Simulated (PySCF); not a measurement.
## Electric field gradients and quadrupole coupling constants

Species: C4H12O2Si.
Atom-mapped SMILES: `[CH3:1][CH2:2][C@H:3]([CH2:4][OH:5])[O:6][SiH3:7]` (hydrogens: H8, H9, H10 on C1; H11, H12 on C2; H13 on C3; H14, H15 on C4; H16 on O5; H17, H18, H19 on Si7)

Cartesian coordinates in Å at the GFN2-xTB level; atoms count from 1:
```
atom  x, y, z in Å
C1     2.310    0.271   -1.208
C2     1.046   -0.565   -1.049
C3    -0.048    0.139   -0.239
C4     0.253    0.137    1.263
O5    -0.765    0.772    1.990
O6    -1.266   -0.485   -0.494
Si7   -2.655   -0.474    0.350
H8     2.772    0.473   -0.245
H9     3.030   -0.261   -1.824
H10    2.084    1.220   -1.688
H11    0.627   -0.784   -2.032
H12    1.282   -1.517   -0.569
H13   -0.126    1.190   -0.572
H14    0.274   -0.894    1.622
H15    1.225    0.608    1.455
H16   -0.841    1.687    1.694
H17   -3.171    0.884    0.550
H18   -2.590   -1.188    1.622
H19   -3.450   -1.204   -0.633
```

Field gradients from the PBE0/pcSseg-1 density (PySCF, non-relativistic), principal values in atomic units, ordered |Vxx| ≤ |Vyy| ≤ |Vzz|:

```tsv
atom	Vxx	Vyy	Vzz
O5	0.0137	1.8189	-1.8325
O6	-0.5438	-1.1398	1.6836
```

Q: Find the asymmetry η = (Vxx − Vyy)/Vzz and the couplings χ = eQV/h (234.96 MHz × Q in barn × V in au), with Q(17O) = −0.0256 b.

A: 
| atom | environment | nucleus | η | χzz (MHz) | χxx (MHz) | χyy (MHz) |
| --- | --- | --- | --- | --- | --- | --- |
| O5 | alcohol oxygen | 17O | 0.99 | 11.02 | -0.08 | -10.94 |
| O6 | silyl ether oxygen | 17O | 0.35 | -10.13 | 3.27 | 6.86 |

At O5 η is above 0.9: Vyy and Vzz are nearly equal in size and opposite in sign, so a small change could swap them and flip the sign of χzz. The tensor is traceless: Vxx + Vyy + Vzz = 0.

Q: What is Vzz at O5 in SI units (1 au = 9.71736 × 10²¹ V/m²)?

A: -1.8325 au = -17.807 × 10²¹ V/m².

Q: What couplings would deuterons (Q(2H) = 0.00286 b) have in place of the hydrogens, at this geometry?

A: 
```tsv
atom	bonded to	bond length (Å)	Vzz (au)	η	χzz (kHz)
H8	C1	1.087	0.3161	0.02	212
H9	C1	1.087	0.3164	0.01	213
H10	C1	1.088	0.3141	0.02	211
H11	C2	1.092	0.3023	0.01	203
H12	C2	1.092	0.3040	0.03	204
H13	C3	1.105	0.2734	0.03	184
H14	C4	1.092	0.2953	0.06	198
H15	C4	1.097	0.2890	0.07	194
H16	O5	0.964	0.4627	0.13	311
H17	Si7	1.467	0.1592	0.06	107
H18	Si7	1.460	0.1634	0.07	110
H19	Si7	1.459	0.1643	0.01	110
```

The structure is a single GFN2-xTB conformer in the gas phase; no vibrational or solvent corrections. GFN2-xTB bond lengths can be off by several hundredths of an ångström, more for odd bonds, and the gradients follow them. The basis is small and wasn't made for field gradients, so the couplings can be 20 % off.
